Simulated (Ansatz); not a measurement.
Geometry optimisation, RKS BLYP-D4/STO-3G in Ansatz.

Input:

```yaml
crystal:
  periodic: [false, false, false]
  atoms:
    - { symbol: Al, position_ang: [-1.035347, -0.2426, 0.339024] }
    - { symbol: Si, position_ang: [-0.602855, 2.021411, 0.164976] }
    - { symbol: "N", position_ang: [-0.112033, -1.268445, 1.444034] }
    - { symbol: "N", position_ang: [-2.138512, -1.085717, -0.724551] }
    - { symbol: H, position_ang: [1.650257, 0.75391, -0.702529] }
    - { symbol: C, position_ang: [2.078914, -0.248643, -0.661364] }
    - { symbol: H, position_ang: [-0.370805, 2.446889, -1.210766] }
    - { symbol: H, position_ang: [-1.686861, 2.867497, 0.65435] }
    - { symbol: H, position_ang: [0.570241, 2.443757, 0.920169] }
    - { symbol: H, position_ang: [-0.365112, -2.268166, 1.644811] }
    - { symbol: H, position_ang: [0.365368, -0.892682, 2.299869] }
    - { symbol: H, position_ang: [-2.315656, -2.1179, -0.725509] }
    - { symbol: H, position_ang: [-2.692544, -0.653657, -1.50038] }
    - { symbol: H, position_ang: [3.144761, -0.181644, -0.372319] }
    - { symbol: H, position_ang: [1.999668, -0.724322, -1.659146] }
    - { symbol: H, position_ang: [1.510414, -0.849688, 0.089429] }
basis:
  gaussian: { orbitals: STO-3G }
hamiltonian:
  xc: blyp
  dispersion: d4
relax:
  f_tol: 0.03
  max_steps: 50
```

Command:

```bash
$ ansatz run input.yaml --threads 1 --pin off --max-ram 2048MiB --backend cpu --events-out ev --progress --plain --runs-dir out
```

Problem. Where does it end, and by what steps?

Solution. It converged. Limits of this set-up: minimal basis. After 14 steps the energy has fallen by 0.103 eV; H5 moved furthest, 1.24 Å.

```csv
step,energy less start (eV),largest force component (eV/Å),accepted
0,0.0000,0.692,yes
1,-0.0429,0.144,yes
2,-0.0552,0.175,yes
3,-0.0712,0.261,yes
4,-0.0818,0.171,yes
5,-0.0881,0.131,yes
6,-0.0926,0.111,yes
7,-0.0965,0.113,yes
8,-0.0977,0.202,yes
9,-0.0998,0.144,yes
10,-0.1011,0.034,yes
11,-0.1019,0.041,yes
12,-0.1024,0.042,yes
13,-0.1025,0.035,yes
14,-0.1027,0.020,yes
```

```xyz
16
Properties=species:S:1:pos:R:3
Al -1.117 0.024 0.309
Si -1.244 2.314 0.386
N 0.121 -0.889 1.200
N -2.142 -0.944 -0.719
H 2.693 0.196 -1.061
C 2.518 -0.841 -0.722
H -1.053 2.949 -0.913
H -2.534 2.798 0.866
H -0.250 2.912 1.270
H -0.003 -1.919 1.384
H 0.559 -0.485 2.069
H -2.083 -1.983 -0.841
H -2.855 -0.574 -1.391
H 3.431 -1.211 -0.223
H 2.310 -1.474 -1.602
H 1.649 -0.871 -0.011
```

The run took 54 s on 1 thread of Arm Neoverse V2 (shared host), peak memory 0.15 GiB.
